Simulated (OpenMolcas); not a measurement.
An atom or ion with 43 electrons was computed by MS-CASPT2, IPEA 0.25 Eh, imaginary shift 0.1 Eh with spin-orbit coupling (OpenMolcas, ANO-RCC-VTZP, DKH2). The lowest levels that the run gave, each within 12 % of the measured value where one is at hand:

```csv
J,Parity,E (cm⁻¹),g
9/2,even,0.0,1.329
7/2,even,2060,1.237
5/2,even,3370,1.031
3/2,even,4190,0.411
3/2,even,11200,1.644
5/2,even,11230,1.594
1/2,even,12600,2.506
9/2,even,13410,1.095
7/2,even,15430,0.893
3/2,even,16430,1.281
11/2,even,18120,1.091
1/2,even,18390,0.830
```

Question: Which ion is it, and what are the configurations and terms?

Answer: Rh III (Z = 45, charge +2; active space 7 electrons in 10 orbitals (4d 5d)). J, parity and g give the terms where levels are pure, and mixed ones are named by the computed weights; the size of the splittings, set against known spectra of the 43-electron sequence, gives the charge. In order, with the measured energies in cm⁻¹ (the list in Shadmi, J. Res. Natl. Bur. Stand. 70A, 435 (1966)): 4d⁷ ⁴F_9/2, 4d⁷ ⁴F_7/2 (2148), 4d⁷ ⁴F_5/2 (3486), 4d⁷ ⁴F_3/2 (4322), 4d⁷ ⁴P_3/2 (10997), 4d⁷ ⁴P_5/2 (11062), 4d⁷ ⁴P_1/2, 4d⁷ ²G_9/2, 4d⁷ ²G_7/2, 4d⁷ ²P_3/2 [57 %], 4d⁷ ²H_11/2, 4d⁷ ²P_1/2.

CASPT2 does not keep the components of a term degenerate, so their means are used; among the terms shown or strongly mixed into the levels shown the widest spread is 860 cm-1 (4d⁷ ⁴F). Active for correlation alone: 5d; no level in the range computed is led by a configuration that fills it, so any true level of that kind is missing. The CASPT2 spread within a term exceeds the gap to the next term for 4d⁷ ²H and 4d⁷ ²D(1), so the order of their levels is uncertain. Measured partners are found by configuration, term and J. A level has none where our copy of the source lacks it or the pairing is in doubt (some pairs that miss far off the trend of their configuration count as doubtful), and it then counts in no deviation. Only configurations of the active space appear.

A share in square brackets marks a mixed level and gives the weight of the term that names it. A number in round brackets counts repeated terms of one configuration in the order of the reference energies.
